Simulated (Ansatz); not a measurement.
SiAsNH8, closed shell: at a first-order saddle point.

in.yaml

```yaml
crystal:
  periodic: [false, false, false]
  atoms:
    - {symbol: Si, position_ang: [-0.769899, -0.660625, 0.915826]}
    - {symbol: N, position_ang: [0.992034, -0.178045, 0.562542]}
    - {symbol: H, position_ang: [-1.601103, 0.511510, 1.231448]}
    - {symbol: H, position_ang: [-1.262923, -1.658308, -0.046426]}
    - {symbol: H, position_ang: [-0.508194, -1.379265, 2.205376]}
    - {symbol: H, position_ang: [0.753165, 0.342258, -0.380731]}
    - {symbol: As, position_ang: [-0.809380, 0.924407, -1.782592]}
    - {symbol: H, position_ang: [1.399420, 0.446249, 1.257297]}
    - {symbol: H, position_ang: [1.618999, -0.968784, 0.421043]}
    - {symbol: H, position_ang: [-0.055217, 2.246933, -1.637507]}
    - {symbol: H, position_ang: [0.242998, 0.373571, -2.746276]}
basis:
  gaussian: {orbitals: "def2-QZVPP.json"}
correlation: {method: mp2}
```

The basis file named in the input lies beside it (Basis Set Exchange, JSON).

Launched with

```bash
ansatz run in.yaml --threads 4 --pin off --events-out ev --progress --plain --max-ram 9574MiB
```

The run's output (Ansatz 0.2.0):

```
Functional definition: HF
  name "HF"
  cite "Fock, Z. Phys. 61, 126 (1930) doi:10.1007/BF01340294"
  parent pbe
  exchange = exact_x
  correlation = 0
2723 factors; integrals over basis functions are off by at most 1.1e-3 eV
mean field evaluation 1: about -70264.4668 eV, gradient 2.9e1 eV
mean field evaluation 2: about -70264.5687 eV, gradient 2.9e1 eV
mean field evaluation 4: about -70266.9335 eV, gradient 3.7e0 eV
mean field evaluation 8: about -70266.9931 eV, gradient 2.6e-1 eV
mean field evaluation 16: about -70266.9940 eV, gradient 1.3e-6 eV
mean field -70266.99396279 eV, -2582.2643994535 hartree, gradient 1.3e-6 eV, S^2 0.000000; 0 other end points of the search recorded, 0 dependent functions left out
15 core orbitals not correlated: weight in the atoms' cores, before any rotation towards them, 1.000 or more for the frozen orbitals, at most 0.000 for the correlated occupied ones
reference -70266.99396279 eV, -2582.2643994535 hartree; 16, 16 occupied and 425, 425 virtual orbitals, 2723 factors
second order -26.46057394 eV of doubles, -0.00000000 eV of singles
Total energy: -70293.45453673 eV, -2583.2368076101 hartree
```

The run took 19 s on 4 CPU threads of an Arm Neoverse V2 (shared host), with 2.6 GiB of host memory at its peak.
